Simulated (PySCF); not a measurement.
Working out the excitation energy of P

P [Ne] 3s2 3p3 (4S) → P [Ne] 3s2 3p2 3d1 (high-spin determinant). Calculation: PySCF 2.14, in x2c-TZVPPall with one added diffuse shell each of s, p, d type (6s6p4d1f, 51 functions); the spin-free X2C one-electron Hamiltonian (Gaussian nucleus). Frozen: 1s2. Energies in hartree (1 hartree = 27.21139 eV):

```
             part    P (lower)    P (upper)
              UHF  -341.526346  -341.186943
MP2 opposite-spin    -0.171808    -0.170967
    MP2 same-spin    -0.071522    -0.066347
```

What does Hartree-Fock give?

(-341.186943) − (-341.526346) = 0.339403 hartree = 9.236 eV.

What do MP2 and SCS-MP2 (6/5 opposite-spin, 1/3 same-spin) give?

The opposite-spin parts differ by 0.023 eV and the same-spin parts by 0.141 eV. MP2: 9.236 + (0.023) + (0.141) = 9.400 eV. SCS-MP2: 9.236 + 1.2 × (0.023) + (0.141)/3 = 9.311 eV.

One determinant mixes LS terms, so it does not stand for a single term.
